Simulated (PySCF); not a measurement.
## How methods differ on the excitation energy of O⁺

O⁺ [He] 2s2 2p3 (4S) → O⁺ [He] 2s2 2p2 3s1 (4P), as a difference of total energies. Calculation: PySCF 2.14, in dyall-acv3z; scalar relativity by spin-free X2C-1e. Correlated levels: valence: 1s2 frozen; virtual orbitals above 40 to 60 times the deepest correlated orbital energy dropped. The calculations carry no spin-orbit coupling.

```tsv
method	excitation energy (cm⁻¹)
UHF	183390
MP2 (valence)	186400
SCS-MP2 (valence)	184720
CCSD (valence)	184800
CCSD(T) (valence)	184670
```

Errors of the correlated levels include the incompleteness of this basis and the frozen core.

For comparison: 185400 cm⁻¹ (measured; NIST levels, between the centres of gravity of the two terms).
